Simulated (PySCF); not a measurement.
BiF2Cl, SMILES [Bi]([F])([Cl])[F]. The structure is a stationary point at PBE0-D3(BJ)/def2-SVP. The def2 effective core potentials stand for the cores of Bi; spin–orbit coupling is left out.

Computed with PySCF 2.14.0 with PBE0-D3(BJ)/def2-SVP.

Harmonic wavenumbers (cm⁻¹): 133, 149, 178, 351, 596, 605. Rotational constants (GHz): 3.663, 1.997, 1.776; symmetry number 1.

Work out the zero-point energy and the ideal-gas rigid-rotor harmonic-oscillator thermochemistry at 298.15 K and 1 atm.

ZPE = ½ Σ hcν = ½ × 2012 cm⁻¹ = 2.88 kcal/mol. H − E(el) = 6.87 kcal/mol. Entropy in cal/(mol K): translation 42.81, rotation 27.61, vibration 10.00, total 80.42. G − E(el) = -17.10 kcal/mol. Cp = 17.28 cal/(mol K). Modes under 150 cm⁻¹ make the vibrational entropy uncertain.
